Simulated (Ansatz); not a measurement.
One change: `[NH]=[V]([NH2])([NH2])[OH]` becomes `[NH]=[V]([NH2])([OH])[Cl]`.

Ansatz, PBE0-D4/def2-TZVP geometries, multiplicity 1. Each molecule was computed in one conformer, which needn't be the lowest.

Scalar relativity is left out up to krypton.

```
                                      property  `[NH]=[V]([NH2])([NH2])[OH]`
zero-point energy (PBE0-D4/def2-TZVP) / kJ/mol                         202.5
            HOMO energy (PBE0/def2-TZVPP) / eV                         -6.69
         LUMO energy (ωB97M-V/def2-TZVPP) / eV                          1.02
           LUMO energy (B3LYP/def2-TZVPP) / eV                         -1.44
           HOMO energy (B3LYP/def2-TZVPP) / eV                         -6.47
size of the dipole moment (PBE/def2-TZVPP) / D                          0.81
```

(1) Give the same properties after the change, and the shifts. (Best estimate.)

## Answers

(1) Computed: 
| property | `[NH]=[V]([NH2])([OH])[Cl]` | shift |
| --- | --- | --- |
| zero-point energy (PBE0-D4/def2-TZVP) / kJ/mol | 143.5 | -59.0 |
| HOMO energy (PBE0/def2-TZVPP) / eV | -7.81 | -1.12 |
| LUMO energy (ωB97M-V/def2-TZVPP) / eV | 0.06 | -0.96 |
| LUMO energy (B3LYP/def2-TZVPP) / eV | -2.40 | -0.96 |
| HOMO energy (B3LYP/def2-TZVPP) / eV | -7.57 | -1.10 |
| size of the dipole moment (PBE/def2-TZVPP) / D | 3.29 | 2.48 |

With PBE0 the HOMO falls by 1.12 eV and the LUMO falls by 0.97 eV, so the gap widens by about 0.15 eV. PBE moves the HOMO by -1.11 eV and ωB97M-V by -1.09 eV. The zero-point energy changes by -59.0 kJ/mol with -6 modes. Dipoles are sizes alone; their direction can turn.

B3LYP here is the variant with VWN-RPA as its local correlation; programs differ in this.
